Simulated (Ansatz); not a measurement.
Relaxation of Cl3H6NOSiTi (13 atoms, charge 0, multiplicity 1), to a largest force component of 0.03 eV/Å in at most 50 steps.

All numbers below come from Ansatz, RKS PBE/def2-SVP.

```xyz
13
Properties=species:S:1:pos:R:3
Ti 0.411 -0.498 -0.491
O -0.254 -0.287 2.542
H -1.204 -0.331 2.314
Cl 0.913 -0.995 -2.566
Cl 0.910 1.605 -0.207
Cl -1.733 -1.007 -0.310
N 1.514 -1.756 0.603
H 1.398 -2.740 0.309
Si 2.933 -1.418 1.614
H 4.126 -2.176 1.092
H 3.196 0.055 1.565
H 2.693 -1.847 3.039
H 0.067 -1.179 2.241
```

Task: Where does it end, and by what steps?

Result: It converged. After 26 steps the energy has fallen by 0.578 eV; H3 moved furthest, 1.66 Å. Joined: Ti1–O2 (3.11 → 2.33 Å).

```csv
step,energy less start (eV),largest force component (eV/Å),accepted
0,0.0000,1.226,yes
1,-0.1510,1.224,yes
2,-0.2457,1.049,yes
3,-0.2799,1.686,yes
4,-0.3421,0.435,yes
5,-0.3629,0.321,yes
6,-0.3483,1.369,no
7,-0.3682,0.345,yes
8,-0.3907,0.402,yes
9,-0.4130,0.333,yes
10,-0.4297,0.976,yes
11,-0.4820,0.353,yes
12,-0.5003,0.890,yes
13,-0.5182,1.141,yes
14,-0.4714,1.932,no
15,-0.5539,0.163,yes
16,-0.5621,0.077,yes
17,-0.5666,0.072,yes
18,-0.5698,0.087,yes
19,-0.5717,0.094,yes
20,-0.5742,0.088,yes
21,-0.5758,0.090,yes
22,-0.5768,0.075,yes
23,-0.5774,0.049,yes
24,-0.5777,0.034,yes
25,-0.5777,0.030,yes
26,-0.5778,0.016,yes
```

```xyz
13
Properties=species:S:1:pos:R:3
Ti 0.249 -0.750 -0.268
O 0.222 -0.275 2.016
H 0.068 0.695 1.996
Cl 0.313 -1.220 -2.421
Cl 0.168 1.508 -0.307
Cl -1.570 -1.920 0.385
N 1.888 -1.479 0.233
H 2.390 -1.897 -0.563
Si 2.754 -1.595 1.782
H 4.046 -2.306 1.474
H 3.080 -0.243 2.349
H 1.996 -2.404 2.795
H -0.631 -0.686 2.273
```

Whether the end is a true minimum wasn't checked by a vibrational analysis.

The run took 81 s on 4 threads of Arm Neoverse V2, on a shared host, peak memory 0.29 GiB.
